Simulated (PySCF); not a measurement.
# Calculated NMR parameters of CC(=O)[C@@H]1C[Si@@H](C)[SiH2]1

| Item | Value |
| --- | --- |
| Formula | C5H12OSi2 |
| SMILES | CC(=O)[C@@H]1C[Si@@H](C)[SiH2]1 |
| InChI | InChI=1S/C5H12OSi2/c1-4(6)5-3-8(2)7-5/h5,8H,3,7H2,1-2H3/t5-,8+/m0/s1 |
| Point group of the computed structure | C1 |
| Degrees of unsaturation | 2 |
| Carbon signals | 5 |
| Proton signals | 8 |

Mapped SMILES: `[CH3:1][C:2](=[O:3])[C@@H:4]1[CH2:5][Si@@H:6]([CH3:7])[SiH2:8]1`. Hydrogens are named by the atom that carries them. Ha(C5), Ha(Si8) are cis to C2 on the ring; Hb(C5), Hb(Si8) are trans to C2 on the ring.

Single conformer, no relativistic terms, in vacuum, rapidly exchanging positions averaged. Structure optimised with GFN2-xTB; NMR shieldings at PBE0/pcSseg-1/GIAO; PySCF 2.14.

Shifts are taken against calculated references (same method and geometry level): 1H (31.72 ppm) and 13C (186.93 ppm) and 29Si (349.16 ppm) vs TMS; H2O for 17O (336.08 ppm).

```tsv
carbon	δC, type	δH (multiplicity)	HMBC from (2–3 bonds)	span of the C tensor (ppm)
C1	30.7, CH3	2.20 (s)	H(C4)	58
C2	220.1, C	–	Hb(Si8), Ha(Si8), H(C4), H(C1), Ha(C5), Hb(C5)	228
C4	46.8, CH	3.12 (m)	H(Si6), Hb(Si8), Ha(Si8), H(C1), Ha(C5), Hb(C5)	51
C5	21.5, CH2	Hb(C5) 1.39 (m); Ha(C5) 1.58 (m)	H(Si6), Hb(Si8), Ha(Si8), H(C4), H(C7)	19
C7	2.8, CH3	0.26 (d)	H(Si6), Hb(Si8), Ha(Si8), Ha(C5), Hb(C5)	14
```

Other nuclei:
| atoms | nucleus | environment | δ (ppm) | σ (ppm) |
| --- | --- | --- | --- | --- |
| H(Si6) | 1H | hydrogen on a silicon bonded to 2 C, Si, in a 4-membered ring | 5.64 | 26.07 |
| Hb(Si8) | 1H | hydrogen on a silicon bonded to C, Si, in a 4-membered ring | 4.81 | 26.91 |
| Ha(Si8) | 1H | hydrogen on a silicon bonded to C, Si, in a 4-membered ring | 4.17 | 27.55 |
| Si6 | 29Si | silicon bonded to 2 C, Si, H, in a 4-membered ring | -10.3 | 359.4 |
| Si8 | 29Si | silicon bonded to C, Si, 2 H, in a 4-membered ring | -29.6 | 378.7 |
| O3 | 17O | ketone oxygen | 601.2 | -265.1 |

- Carbon types of the structure: 1 × C, 1 × CH, 1 × CH2, 2 × CH3, leaving 3 H on heteroatoms.
- δC 220.1: ketone carbonyl carbon; the double bond to the heteroatom, with no lone-pair donor beside it, deshields it most.
- δC 46.8: sp3 CH bonded to Si, α to a carbonyl; the adjacent C=O deshields it moderately.
- δC 30.7: methyl carbon α to a carbonyl; the adjacent C=O deshields it moderately.
- δC 2.8: methyl carbon bonded to Si; an electropositive neighbour leaves it electron-rich and shielded.
- δH 0.26: hydrogen on a methyl carbon bonded to Si; an electropositive neighbour shields it, as in TMS itself.

Shifts are as computed. Against solution values, carbons near 30 ppm lie about +3 ppm off and those near 130 ppm about +5 ppm. Of 1211 compounds with measured shifts, 218 miss one by over three times the rms of a fit or turn the order of signals round; such compounds aren't used in these exercises. Unscaled 17O shifts of doubly bonded oxygen tend to come out too high, by tens of ppm or more. Experimental scales use liquid or dissolved standards, which lie at an offset from isolated H2O (liquid H2O: subtract about 36 ppm). Multiplicities follow the n + 1 count of equivalent neighbours, as no J values were calculated; m marks all less simple cases, F and P coupling included.
